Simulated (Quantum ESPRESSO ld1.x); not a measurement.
Q: The table gives one normalised radial function P(r) = r R(r) of Hf37+ in [Ar] 3d10 4s2 4p5 (r in bohr). Method: scalar-relativistic Kohn-Sham, LDA (Slater exchange, VWN5 correlation), spin-unpolarised, spherical densities, point nucleus; computed with ld1.x of Quantum ESPRESSO 7.5.

| r | P |
|---|---|
| 0.001163 | 0.0062 |
| 0.001502 | 0.0096 |
| 0.001941 | 0.0147 |
| 0.002507 | 0.0226 |
| 0.003238 | 0.0345 |
| 0.004183 | 0.0527 |
| 0.005404 | 0.0798 |
| 0.00698 | 0.1198 |
| 0.009017 | 0.1772 |
| 0.01165 | 0.2571 |
| 0.01505 | 0.3625 |
| 0.01944 | 0.4917 |
| 0.02511 | 0.6313 |
| 0.03243 | 0.7489 |
| 0.04156 | 0.7876 |
| 0.05368 | 0.6746 |
| 0.06934 | 0.3400 |
| 0.08958 | -0.2083 |
| 0.1157 | -0.8079 |
| 0.1495 | -1.1261 |
| 0.1931 | -0.8159 |
| 0.2494 | 0.1580 |
| 0.3222 | 1.2915 |
| 0.4162 | 1.8193 |
| 0.5376 | 1.4499 |
| 0.6944 | 0.6920 |
| 0.897 | 0.1853 |
| 1.159 | 0.0245 |
| 1.497 | 0.0013 |
| 1.934 | 0.0000 |

Which n and l does it have? It may be an empty orbital.

A: n = 4, l = 1: the number of nodes gives n - l - 1 = 2, the rise at small r (about r^(l+1), flatter next to the nucleus through relativity) gives l, and the extent must fit the shell. The curve is that of 4p. 4p: eigenvalue -1723.3 eV, 2 radial nodes at r = 0.0820, 0.241 bohr, <r> = 0.430 bohr, 90 % of the charge inside 0.613 bohr.
